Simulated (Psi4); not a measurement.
Cl4Te, triplet, geometry from GFN2-xTB (a higher spin typed on purpose: for a closed-shell molecule this is an excited state) (all electrons, no relativity). Base run: Psi4 with B3LYP/STO-3G.

Geometry (Å):
```xyz
5

Te     0.0000     0.0000     0.0000
Cl     1.5053    -1.9110    -0.1654
Cl     1.9146     1.5016     0.1575
Cl    -1.5051     1.9171    -0.0677
Cl    -1.9148    -1.5077     0.0756
```
Charge 0, spin multiplicity 3.
Orbitals are unrestricted.
All else is at Psi4's defaults, with exact integrals.
Base energy -8369.94747 Eh.

The base run was repeated with changes; each row names its change, and settings that it needs were set with it.

```json
[
 {"change": "base", "ΔE vs base (µEh)": "0.0", "SCF cycles": "6", "grid points": "99001", "basis functions": "63", "outcome": "converged"},
 {"change": "dft_spherical_points = 194", "ΔE vs base (µEh)": "29.5", "SCF cycles": "6", "grid points": "64010", "basis functions": "63", "outcome": "converged"},
 {"change": "scf_type = cd", "ΔE vs base (µEh)": "-887", "SCF cycles": "6", "grid points": "99001", "basis functions": "63", "outcome": "converged"},
 {"change": "guess = huckel", "ΔE vs base (µEh)": "0.0", "SCF cycles": "7", "grid points": "99001", "basis functions": "63", "outcome": "converged"},
 {"change": "damping_percentage = 50", "ΔE vs base (µEh)": "-", "SCF cycles": "-", "grid points": "-", "basis functions": "63", "outcome": "not converged"},
 {"change": "basis_guess = true", "ΔE vs base (µEh)": "0.0", "SCF cycles": "5", "grid points": "99001", "basis functions": "63", "outcome": "converged"},
 {"change": "soscf = true", "ΔE vs base (µEh)": "0.0", "SCF cycles": "5", "grid points": "99001", "basis functions": "63", "outcome": "converged"},
 {"change": "d_convergence = 1e-10", "ΔE vs base (µEh)": "0.0", "SCF cycles": "11", "grid points": "99001", "basis functions": "63", "outcome": "converged"},
 {"change": "dft_nuclear_scheme = becke", "ΔE vs base (µEh)": "21.7", "SCF cycles": "6", "grid points": "98874", "basis functions": "63", "outcome": "converged"},
 {"change": "guess = sadno", "ΔE vs base (µEh)": "0.0", "SCF cycles": "7", "grid points": "99001", "basis functions": "63", "outcome": "converged"},
 {"change": "guess = modhuckel", "ΔE vs base (µEh)": "0.0", "SCF cycles": "7", "grid points": "99001", "basis functions": "63", "outcome": "converged"},
 {"change": "dft_spherical_points = 590", "ΔE vs base (µEh)": "-26.1", "SCF cycles": "6", "grid points": "192618", "basis functions": "63", "outcome": "converged"}
]
```

Open shells are given as the SCF converged; they aren't shown to be the lowest states, and a large step between rows can be another state.
